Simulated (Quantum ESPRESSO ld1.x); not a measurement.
The nickel ion Ni+, configuration [Ar] 3d8.5 4f0.5 (fractional occupations, a model configuration). All-electron calculation, scalar-relativistic Kohn-Sham, LDA (Slater exchange, Perdew-Zunger correlation), spin-polarised, spherical densities, point nucleus; open shells are filled with parallel spins first. Program: ld1.x of Quantum ESPRESSO 7.5. Some entries of the table are withheld. Estimate them.

orbital,occ.,eigenvalue (hartree),<r^2> (bohr^2)
1s up,1,-301.521,0.003947
1s down,1,-301.521,0.003947
2s up,1,-36.3531,0.07112
2s down,1,-36.3225,0.07106
2p up,3,-31.3662,0.05706
2p down,3,-31.3426,0.05699
3s up,1,-4.44247,0.6394
3s down,1,-4.38543,0.6415
3p up,3,-3.00329,0.7247
3p down,3,-2.94779,0.7287
3d up,5,-0.72600,1.347
3d down,3.5,-0.67669,1.415
4s up,0,-0.56521,6.922
4s down,0,-0.55129,7.076
4p up,0,-0.34438,11.26
4p down,0,-0.33499,11.47
4d up,0,-0.13735,(1)
4d down,0,-0.12866,(2)
4f up,0.5,-0.07594,124.4
4f down,0,-0.06785,136.2
5f up,0,-0.03712,358.4
5f down,0,-0.03432,399.4

Answer. 
(1) 4d up <r^2> (bohr^2): 50.12
(2) 4d down <r^2> (bohr^2): 49.49
